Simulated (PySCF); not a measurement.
**Telling isomers of C$_{8}$H$_{6}$ClP apart by NMR**

[PySCF 2.14.0 with density-fitted response routines: PBE0/pcSseg-1 with gauge-including orbitals; geometry from GFN2-xTB; non-relativistic; one conformer; one averaged value for each set of equivalent atoms; in vacuum]

References, each an isolated molecule treated in the same way: ¹H (σ = 31.72 ppm) and ¹³C (σ = 186.93 ppm) vs TMS. Splittings of carbon signals by F and P are missing where no couplings were computed. Where no couplings were computed, multiplicities follow the n + 1 count of equivalent neighbours, and m marks all less simple cases (inequivalent or close neighbours, rings, F or P nearby). Shifts are as computed. Against solution values, carbons near 30 ppm lie about +3 ppm off and those near 130 ppm about +5 ppm; carbons on Cl a further +6 ppm. Of 1211 compounds with measured shifts, 218 miss one by over three times the rms of a fit or turn the order of signals round; such compounds aren't used in these exercises. Carbons bonded to Cl come out too deshielded.

(1) Tabulate the signals of `C#Cc1ccpc(C)c1Cl`, `C#CPc1ccc(Cl)cc1` and their relative energies.

(2) What is the quickest way to tell C#Cc1ccpc(C)c1Cl from C#CPc1ccc(Cl)cc1?

Answers

(1) 
```tsv
SMILES	carbon types	δC	δH	E rel. (kcal/mol)
C#Cc1ccpc(C)c1Cl	4×C 3×CH 1×CH3	176.1, 162.0, 153.3, 143.7, 128.6, 97.5, 87.4, 28.3	8.84 (m, 1H), 8.28 (m, 1H), 3.39 (s, 1H), 2.92 (m, 3H)	0.0
C#CPc1ccc(Cl)cc1	3×C 5×CH	145.4, 139.1, 137.3, 134.6, 101.7, 84.7	7.75 (m, 2H), 7.57 (m, 2H), 5.45 (m, 1H), 2.40 (m, 1H)	0.6
```

Energies are electronic energies at PBE0/pcSseg-1 on these geometries, without zero-point or thermal terms, each for the one conformer computed, which needn't be the lowest.

(2) Count the carbon signals: 8 against 6. The first has a methyl carbon on an aromatic ring (CH3) at 28.3 ppm, the second a substituted aromatic carbon (C) at 139.1 ppm. Their most deshielded carbons lie at 176.1 and 145.4 ppm. In the proton spectra the most deshielded non-exchanging signals are 8.84 (m, 1H) and 7.75 (m, 2H).
